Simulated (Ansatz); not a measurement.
System: sum formula H2SiO2Cl (charge 0, doublet). It need not be the lowest isomer of its formula. 
Geometry from a B3LYP-D3(BJ)/def2-TZVP (Ansatz, an electronic-structure program) optimisation:
```xyz
6

O      0.8519    -1.5343    -0.2371
Si    -0.2274    -0.4293     0.3380
O     -1.5588    -0.5574    -0.6066
Cl     0.5147     1.5092     0.1769
H      1.7347    -1.5547     0.1443
H     -1.6462    -1.3585    -1.1346
```
Charge 0, spin multiplicity 2.

Total electronic energies in hartree. Cores are frozen in the correlated levels unless marked. UHF or UKS for open shells. No spin-orbit coupling. No relativistic terms. CBS(X,Y): correlation extrapolated as X^-3; Hartree-Fock from the larger set.

```csv
level,program,energy (Eh)
HF/def2-TZVPP,Ansatz,-899.53937
RI-HF/def2-TZVPP,Ansatz,-899.53924
PBE0/STO-3G,Ansatz,-890.50419
PBE0/def2-QZVPP,Ansatz,-901.14570
r2SCANh-D4/def2-TZVPD,Ansatz + dftd4,-901.40923
HSE06-D3(BJ)/def2-TZVPD,Ansatz + dftd3,-901.09553
MP2/def2-QZVPP,Ansatz,-900.40010
"MP2/CBS(cc-pV(T+d)Z,cc-pV(Q+d)Z)",Ansatz,-900.4463
"MP2/CBS(def2-TZVPP,def2-QZVPP)",Ansatz,-900.4499
SCS-MP2/STO-3G,Ansatz,-889.17827
SCS-MP2/cc-pV(D+d)Z,Ansatz,-900.01240
SCS-MP2/def2-SVP,Ansatz,-899.62667
CCSD(T)/STO-3G,Ansatz,-889.20228
CCSD(T)/cc-pV(T+d)Z,Ansatz,-900.36267
"CCSD(T)/CBS(cc-pV(T+d)Z,cc-pV(Q+d)Z)",Ansatz,-900.4978
```

Totals of different functionals don't rank their quality; only differences between species are comparable.
